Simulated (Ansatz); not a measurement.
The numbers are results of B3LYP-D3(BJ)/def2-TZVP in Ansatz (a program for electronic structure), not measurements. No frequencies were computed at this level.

Ansatz 0.2 input:
```yaml
crystal:
  periodic: [false, false, false]
  atoms:
    - { symbol: Si, position_ang: [-2.210989, -0.208342, 0.068373] }
    - { symbol: Si, position_ang: [-0.32189, 1.139672, 0.105568] }
    - { symbol: Si, position_ang: [1.712815, 0.045813, 0.238166] }
    - { symbol: S, position_ang: [1.621382, -1.545231, -1.232007] }
    - { symbol: H, position_ang: [-3.442207, 0.559391, -0.136663] }
    - { symbol: H, position_ang: [-2.13539, -1.207695, -0.995919] }
    - { symbol: H, position_ang: [-2.36398, -0.925202, 1.338004] }
    - { symbol: H, position_ang: [-0.282231, 2.034155, -1.06263] }
    - { symbol: H, position_ang: [-0.328259, 2.065835, 1.250826] }
    - { symbol: H, position_ang: [2.946861, 0.762927, -0.090943] }
    - { symbol: H, position_ang: [1.996092, -0.652406, 1.494549] }
    - { symbol: H, position_ang: [2.807796, -2.068916, -0.977325] }
basis:
  gaussian: { orbitals: def2-tzvp }
hamiltonian:
  xc: b3lyp
  dispersion: d3bj
relax:
  max_steps: 150
```

Output:

```
Functional definition: B3LYP
1406 factors; their error is unknown
mean field evaluation 1: about -34601.0805 eV, gradient 2.0e1 eV
mean field evaluation 2: about -34601.9006 eV, gradient 1.5e1 eV
mean field evaluation 4: about -34602.4116 eV, gradient 8.5e-1 eV
mean field evaluation 8: about -34602.5081 eV, gradient 1.4e-1 eV
mean field evaluation 16: about -34602.5081 eV, gradient 2.8e-5 eV
mean field -34602.50814559 eV, -1271.6187199280 hartree, gradient 2.8e-5 eV, S^2 0.000000; 0 other end points of the search recorded, 0 dependent functions left out
reference -34602.50847512 eV, -1271.6187320381 hartree; 33, 33 occupied and 163, 163 virtual orbitals, 1406 factors
relax step   1: F+E_penalty+E_count = -34603.12997571 eV  Δ(F+E_penalty+E_count) = +0.000e0 eV  max|allowed force component| = 1.033e0 eV/Å  Δτ_max = 0.0000 Å  (25 SCF iters, accepted)
these checks for a lower state are left out or cut short: starts, cluster_reference, orbital_swaps, neighbouring_geometries, increment
1406 factors; their error is unknown
mean field -34602.57497632 eV, -1271.6211759122 hartree, gradient 1.4e-5 eV, S^2 0.000000; 0 other end points of the search recorded, 0 dependent functions left out
reference -34602.57530745 eV, -1271.6211880808 hartree; 33, 33 occupied and 163, 163 virtual orbitals, 1406 factors
relax step   2: F+E_penalty+E_count = -34603.20256136 eV  Δ(F+E_penalty+E_count) = -7.259e-2 eV  max|allowed force component| = 6.479e-1 eV/Å  Δτ_max = 0.1941 Å  (28 SCF iters, accepted)
these checks for a lower state are left out or cut short: starts, cluster_reference, orbital_swaps, neighbouring_geometries, increment
1406 factors; their error is unknown
mean field -34602.66081178 eV, -1271.6243303071 hartree, gradient 1.6e-5 eV, S^2 0.000000; 0 other end points of the search recorded, 0 dependent functions left out
reference -34602.66114532 eV, -1271.6243425643 hartree; 33, 33 occupied and 163, 163 virtual orbitals, 1406 factors
relax step   3: F+E_penalty+E_count = -34603.28340849 eV  Δ(F+E_penalty+E_count) = -8.085e-2 eV  max|allowed force component| = 2.952e-1 eV/Å  Δτ_max = 0.1209 Å  (29 SCF iters, accepted)
these checks for a lower state are left out or cut short: starts, cluster_reference, orbital_swaps, neighbouring_geometries, increment
1406 factors; their error is unknown
mean field evaluation 32: about -34602.5707 eV, gradient 3.2e-2 eV
mean field -34602.66398067 eV, -1271.6244467617 hartree, gradient 8.8e-6 eV, S^2 0.000000; 0 other end points of the search recorded, 0 dependent functions left out
reference -34602.66431230 eV, -1271.6244589487 hartree; 33, 33 occupied and 163, 163 virtual orbitals, 1406 factors
relax step   4: F+E_penalty+E_count = -34603.29314661 eV  Δ(F+E_penalty+E_count) = -9.738e-3 eV  max|allowed force component| = 1.139e-1 eV/Å  Δτ_max = 0.0944 Å  (29 SCF iters, accepted)
these checks for a lower state are left out or cut short: starts, cluster_reference, orbital_swaps, neighbouring_geometries, increment
1406 factors; their error is unknown
mean field -34602.66589011 eV, -1271.6245169320 hartree, gradient 2.0e-5 eV, S^2 0.000000; 0 other end points of the search recorded, 0 dependent functions left out
reference -34602.66622091 eV, -1271.6245290888 hartree; 33, 33 occupied and 163, 163 virtual orbitals, 1406 factors
relax step   5: F+E_penalty+E_count = -34603.29739572 eV  Δ(F+E_penalty+E_count) = -4.249e-3 eV  max|allowed force component| = 9.427e-2 eV/Å  Δτ_max = 0.0507 Å  (26 SCF iters, accepted)
these checks for a lower state are left out or cut short: starts, cluster_reference, orbital_swaps, neighbouring_geometries, increment
1406 factors; their error is unknown
mean field -34602.66771413 eV, -1271.6245839635 hartree, gradient 2.3e-5 eV, S^2 0.000000; 0 other end points of the search recorded, 0 dependent functions left out
reference -34602.66804421 eV, -1271.6245960938 hartree; 33, 33 occupied and 163, 163 virtual orbitals, 1406 factors
relax step   6: F+E_penalty+E_count = -34603.29867978 eV  Δ(F+E_penalty+E_count) = -1.284e-3 eV  max|allowed force component| = 3.056e-2 eV/Å  Δτ_max = 0.0494 Å  (27 SCF iters, accepted)
these checks for a lower state are left out or cut short: starts, cluster_reference, orbital_swaps, neighbouring_geometries, increment
1406 factors; their error is unknown
mean field -34602.66769322 eV, -1271.6245831954 hartree, gradient 2.6e-5 eV, S^2 0.000000; 0 other end points of the search recorded, 0 dependent functions left out
reference -34602.66802111 eV, -1271.6245952451 hartree; 33, 33 occupied and 163, 163 virtual orbitals, 1406 factors
relax step   7: F+E_penalty+E_count = -34603.29916338 eV  Δ(F+E_penalty+E_count) = -4.836e-4 eV  max|allowed force component| = 8.870e-2 eV/Å  Δτ_max = 0.0911 Å  (27 SCF iters, accepted)
these checks for a lower state are left out or cut short: starts, cluster_reference, orbital_swaps, neighbouring_geometries, increment
1406 factors; their error is unknown
mean field evaluation 64: about -34602.6677 eV, gradient 1.9e-5 eV
mean field -34602.66766333 eV, -1271.6245820969 hartree, gradient 1.9e-5 eV, S^2 0.000000; 0 other end points of the search recorded, 0 dependent functions left out
reference -34602.66799138 eV, -1271.6245941525 hartree; 33, 33 occupied and 163, 163 virtual orbitals, 1406 factors
relax step   8: F+E_penalty+E_count = -34603.29953736 eV  Δ(F+E_penalty+E_count) = -3.740e-4 eV  max|allowed force component| = 3.359e-2 eV/Å  Δτ_max = 0.0127 Å  (28 SCF iters, accepted)
these checks for a lower state are left out or cut short: starts, cluster_reference, orbital_swaps, neighbouring_geometries, increment
1406 factors; their error is unknown
mean field -34602.66589190 eV, -1271.6245169979 hartree, gradient 1.9e-5 eV, S^2 0.000000; 0 other end points of the search recorded, 0 dependent functions left out
reference -34602.66621938 eV, -1271.6245290326 hartree; 33, 33 occupied and 163, 163 virtual orbitals, 1406 factors
relax step   9: F+E_penalty+E_count = -34603.29910507 eV  Δ(F+E_penalty+E_count) = +4.323e-4 eV  max|allowed force component| = 4.903e-2 eV/Å  Δτ_max = 0.0181 Å  (28 SCF iters, rejected (line search))
these checks for a lower state are left out or cut short: starts, cluster_reference, orbital_swaps, neighbouring_geometries, increment
1406 factors; their error is unknown
mean field -34602.66743255 eV, -1271.6245736159 hartree, gradient 2.0e-5 eV, S^2 0.000000; 0 other end points of the search recorded, 0 dependent functions left out
reference -34602.66776033 eV, -1271.6245856616 hartree; 33, 33 occupied and 163, 163 virtual orbitals, 1406 factors
relax step  10: F+E_penalty+E_count = -34603.29966722 eV  Δ(F+E_penalty+E_count) = -1.299e-4 eV  max|allowed force component| = 9.949e-3 eV/Å  Δτ_max = 0.0091 Å  (22 SCF iters, accepted)
these checks for a lower state are left out or cut short: starts, cluster_reference, orbital_swaps, neighbouring_geometries, increment
1406 factors; their error is unknown
mean field -34602.66716027 eV, -1271.6245636097 hartree, gradient 1.9e-5 eV, S^2 0.000000; 0 other end points of the search recorded, 0 dependent functions left out
reference -34602.66748756 eV, -1271.6245756375 hartree; 33, 33 occupied and 163, 163 virtual orbitals, 1406 factors
relax step  11: F+E_penalty+E_count = -34603.29971917 eV  Δ(F+E_penalty+E_count) = -5.195e-5 eV  max|allowed force component| = 4.744e-3 eV/Å  Δτ_max = 0.0181 Å  (28 SCF iters, accepted)
these checks for a lower state are left out or cut short: starts, cluster_reference, orbital_swaps, neighbouring_geometries, increment
1406 factors; their error is unknown
mean field -34602.66678108 eV, -1271.6245496748 hartree, gradient 1.9e-5 eV, S^2 0.000000; 0 other end points of the search recorded, 0 dependent functions left out
reference -34602.66710788 eV, -1271.6245616845 hartree; 33, 33 occupied and 163, 163 virtual orbitals, 1406 factors
relax step  12: F+E_penalty+E_count = -34603.29970293 eV  Δ(F+E_penalty+E_count) = +1.624e-5 eV  max|allowed force component| = 1.518e-2 eV/Å  Δτ_max = 0.0196 Å  (28 SCF iters, rejected (line search))
these checks for a lower state are left out or cut short: starts, cluster_reference, orbital_swaps, neighbouring_geometries, increment
1406 factors; their error is unknown
mean field evaluation 96: about -34602.6671 eV, gradient 3.6e-4 eV
mean field -34602.66706299 eV, -1271.6245600348 hartree, gradient 2.7e-5 eV, S^2 0.000000; 0 other end points of the search recorded, 0 dependent functions left out
reference -34602.66739006 eV, -1271.6245720543 hartree; 33, 33 occupied and 163, 163 virtual orbitals, 1406 factors
relax step  13: F+E_penalty+E_count = -34603.29973812 eV  Δ(F+E_penalty+E_count) = -1.895e-5 eV  max|allowed force component| = 2.706e-3 eV/Å  Δτ_max = 0.0096 Å  (22 SCF iters, accepted)
1406 factors; their error is unknown
mean field -34602.66706299 eV, -1271.6245600348 hartree, gradient 2.7e-5 eV, S^2 0.000000; 1 other end points of the search recorded, 0 dependent functions left out
reference -34602.66739006 eV, -1271.6245720543 hartree; 33, 33 occupied and 163, 163 virtual orbitals, 1406 factors
Total energy: -34603.30006519 eV, -1271.6478224365 hartree
Atom 0 at    -2.126316    -0.231053     0.071375 Å, force     0.002352     0.000554    -0.001006 eV/Å
Atom 1 at    -0.288840     1.224859     0.068011 Å, force    -0.001276     0.000572     0.000453 eV/Å
Atom 2 at     1.688618    -0.017559     0.246265 Å, force     0.001376     0.002706    -0.000175 eV/Å
Atom 3 at     1.510137    -1.569919    -1.241140 Å, force    -0.000697    -0.002083    -0.001056 eV/Å
Atom 4 at    -3.400545     0.527644     0.050686 Å, force    -0.001789     0.000527     0.000186 eV/Å
Atom 5 at    -2.068788    -1.108461    -1.120792 Å, force    -0.000392    -0.000034    -0.000157 eV/Å
Atom 6 at    -2.089609    -1.072116     1.291595 Å, force    -0.000551    -0.001811     0.001224 eV/Å
Atom 7 at    -0.265684     2.017919    -1.186684 Å, force     0.001002     0.000415    -0.000087 eV/Å
Atom 8 at    -0.369602     2.164480     1.215861 Å, force     0.000293    -0.000428    -0.000220 eV/Å
Atom 9 at     2.899271     0.804028     0.002957 Å, force    -0.000389    -0.000569     0.000232 eV/Å
Atom 10 at     1.803855    -0.606837     1.602819 Å, force    -0.000165    -0.000035     0.000102 eV/Å
Atom 11 at     2.707502    -2.132984    -1.000954 Å, force     0.000237     0.000187     0.000507 eV/Å
Dipole moment:     0.119852     0.062107     0.128853 e Å
```

Cost: around 2.8 core-minutes (rough).
